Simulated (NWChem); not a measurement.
CH4SSe; SMILES C[Se]S

```xyz
7

Se    -0.4620    -0.4571     0.0083
C      1.2702    -1.3451     0.0117
H      1.0614    -2.4238     0.0756
H      1.8544    -1.0323     0.8862
H      1.8181    -1.1326    -0.9153
S      0.1913     1.6473     0.0552
H      0.2926     1.8454    -1.2815
```
Atoms are numbered in this order, from 1.

Computed with NWChem. Medium grid unless said otherwise, to which SCAN and Minnesota functionals are sensitive. The geometry was optimised at PBE0/def2-SVP.

Order these by “dipole (D)”, lowest first: PBE/def2-SVP; TPSSh/def2-SVP; BLYP/def2-SVP; Hartree-Fock/def2-SVP.

BLYP/def2-SVP (1.55), PBE/def2-SVP (1.67), TPSSh/def2-SVP (1.78), Hartree-Fock/def2-SVP (1.91)
